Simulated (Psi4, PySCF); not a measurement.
Input for Psi4:
```
memory 2 GB

molecule mol {
0 2
  C     0.031253    1.181916   -0.338547
  O     0.244578    0.109335    0.472470
  C    -0.155948   -1.132882   -0.040575
  H     0.251414    2.121788    0.125724
  H    -0.688309    1.107007   -1.134827
  H     0.026173   -1.870495    0.739352
  H    -1.220492   -1.130349   -0.301951
  H     0.422761   -1.396837   -0.933325
}

set basis sto-3g
set reference uhf
set freeze_core true
set mp2_type conv
set scf_type pk
set puream true
set d_convergence 1e-8

energy('mp2')
print_variables()
```

Task: Write the same job for PySCF.

Result: This is not unique; one that fits is 
```python
from pyscf import gto, scf, mp

mol = gto.Mole()
mol.atom = '''
    C     0.031253    1.181916   -0.338547
    O     0.244578    0.109335    0.472470
    C    -0.155948   -1.132882   -0.040575
    H     0.251414    2.121788    0.125724
    H    -0.688309    1.107007   -1.134827
    H     0.026173   -1.870495    0.739352
    H    -1.220492   -1.130349   -0.301951
    H     0.422761   -1.396837   -0.933325
'''
mol.basis = 'sto-3g'
mol.charge = 0
mol.spin = 1
mol.verbose = 3
mol.build()

mf = scf.UHF(mol)
mf.kernel()

pt = mp.MP2(mf, frozen=3)
pt.kernel()
print('E(MP2) = %.10f' % pt.e_tot)
```

Both were run: Psi4 gave -151.620795 Eh and PySCF -151.620795 Eh, 0.000 mEh apart.
